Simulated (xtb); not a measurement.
I$_{3}$Sn, doublet, geometry from GFN2-xTB (such geometries of metal compounds can be far from the true shape) (the spin is typed, not shown lowest); GFN1-xTB (xtb).

xtb was given this input:
```
$ xtb mol.xyz --gfn 1 --uhf 1 --acc 30 --json

# file mol.xyz
4

Sn     0.19653030     0.57148953     0.38176177
I      2.43186578    -0.56487896    -0.82720222
I     -0.99716560    -1.30886706     2.05179207
I     -1.62010612     1.33460495    -1.58474247
```

Output, abridged:

```
   ID    Z sym.   atoms
    1   50 Sn     1
    2   53 I      2-4

           -------------------------------------------------
          |                Calculation Setup                |
           -------------------------------------------------

           -------------------------------------------------
          |                 G F N 1 - x T B                 |
           -------------------------------------------------

          ...................................................
          :                      SETUP                      :
          :.................................................:
          :  # basis functions                  40          :
          :  # atomic orbitals                  36          :
          :  # shells                           12          :
          :  # electrons                        25          :
          :  # halogen bonds                     0          :
          :  max. iterations                   250          :
          :  Hamiltonian                  GFN1-xTB          :
          :  restarted?                      false          :
          :  GBSA solvation                  false          :
          :  PC potential                    false          :
          :  electronic temp.          300.0000000     K    :
          :  accuracy                   30.0000000          :
          :  -> integral cutoff          0.2000000E+02      :
          :  -> integral neglect         0.3000000E-06      :
          :  -> SCF convergence          0.3000000E-04 Eh   :
          :  -> wf. convergence          0.6000000E-03 e    :
          :  Broyden damping             0.4000000          :
          :  net charge                          0          :
          :  unpaired electrons                  1          :
          ...................................................

 iter      E             dE          RMSdq      gap      omega  full diag
   1    -14.0887613 -0.140888E+02  0.734E+00    3.52       0.0  T
   2    -14.3406276 -0.251866E+00  0.700E+00    5.29       1.0  T
   3    -14.4611808 -0.120553E+00  0.291E+00    4.53       1.0  T
   4    -14.4636800 -0.249923E-02  0.150E+00    4.08       1.0  T
   5    -14.4738454 -0.101654E-01  0.127E-01    4.28       1.0  T
   6    -14.4738908 -0.454562E-04  0.112E-02    4.27       4.5  T
   7    -14.4738914 -0.507942E-06  0.268E-03    4.27      18.7  T
   8    -14.4738914 -0.301289E-07  0.201E-04    4.27     248.7  T

   *** convergence criteria satisfied after 8 iterations ***

         :::::::::::::::::::::::::::::::::::::::::::::::::::::
         ::                     SUMMARY                     ::
         :::::::::::::::::::::::::::::::::::::::::::::::::::::
         :: total energy             -14.464431697178 Eh    ::
         :: gradient norm              0.020210881857 Eh/a0 ::
         :: HOMO-LUMO gap              4.269481821035 eV    ::
         ::.................................................::
         :: SCC energy               -14.473891380625 Eh    ::
         :: -> electrostatic           0.001976859425 Eh    ::
         :: repulsion energy           0.012320928161 Eh    ::
         :: dispersion energy         -0.002861244715 Eh    ::
         :: halogen bond corr.         0.000000000000 Eh    ::
         :: add. restraining           0.000000000000 Eh    ::
         :: total charge               0.000000000079 e     ::
         :::::::::::::::::::::::::::::::::::::::::::::::::::::

           -------------------------------------------------
          |                Property Printout                |
           -------------------------------------------------

    * Orbital Energies and Occupations

         #    Occupation            Energy/Eh            Energy/eV
      -------------------------------------------------------------
         1        2.0000           -0.9227788             -25.1101
         2        2.0000           -0.8671743             -23.5970
         3        2.0000           -0.8671743             -23.5970
         4        2.0000           -0.8605702             -23.4173
         5        2.0000           -0.4532207             -12.3328
         6        2.0000           -0.4532207             -12.3328
         7        2.0000           -0.4287103             -11.6658
         8        2.0000           -0.4160983             -11.3226
         9        2.0000           -0.4160982             -11.3226
        10        2.0000           -0.4098398             -11.1523
        11        2.0000           -0.4098398             -11.1523
        12        2.0000           -0.4073289             -11.0840
        13        1.0000           -0.3792191             -10.3191 (HOMO)
        14                         -0.2223186              -6.0496 (LUMO)
        15                         -0.1920466              -5.2259
        16                         -0.1920466              -5.2259
        17                         -0.0869849              -2.3670
        18                         -0.0869849              -2.3670
        19                         -0.0710641              -1.9338
        20                         -0.0661310              -1.7995
        21                         -0.0661310              -1.7995
        22                         -0.0580929              -1.5808
        23                         -0.0580929              -1.5808
        24                         -0.0575998              -1.5674
       ...                                ...                  ...
        36                          0.7487113              20.3735
      -------------------------------------------------------------
                  HL-Gap            0.1569006 Eh            4.2695 eV
             Fermi-level           -0.3469898 Eh           -9.4421 eV

  Mulliken/CM5 charges         n(s)   n(p)   n(d)
     1Sn    0.17946  0.13053   2.007  1.481  0.333
     2I    -0.05982 -0.04351   2.021  5.045 -0.007
     3I    -0.05982 -0.04351   2.021  5.045 -0.007
     4I    -0.05982 -0.04351   2.021  5.045 -0.007

Wiberg/Mayer (AO) data.
largest (>0.10) Wiberg bond orders for each atom

 ---------------------------------------------------------------------------
     #   Z sym  total        # sym  WBO       # sym  WBO       # sym  WBO
 ---------------------------------------------------------------------------
     1  50 Sn   2.815 --     3 I    0.938     2 I    0.938     4 I    0.938
     2  53 I    1.254 --     1 Sn   0.938     3 I    0.158     4 I    0.158
     3  53 I    1.254 --     1 Sn   0.938     2 I    0.158     4 I    0.158
     4  53 I    1.254 --     1 Sn   0.938     3 I    0.158     2 I    0.158
 ---------------------------------------------------------------------------

Topologies differ in total number of bonds
Writing topology from bond orders to xtbtopo.mol

 dipole moment from electron density (au)
     X       Y       Z
   0.2673   0.7772   0.5192  total (Debye):    2.471

           -------------------------------------------------
          | TOTAL ENERGY              -14.464431697178 Eh   |
          | GRADIENT NORM               0.020210881857 Eh/α |
          | HOMO-LUMO GAP               4.269481821035 eV   |
           -------------------------------------------------

normal termination of xtb
```
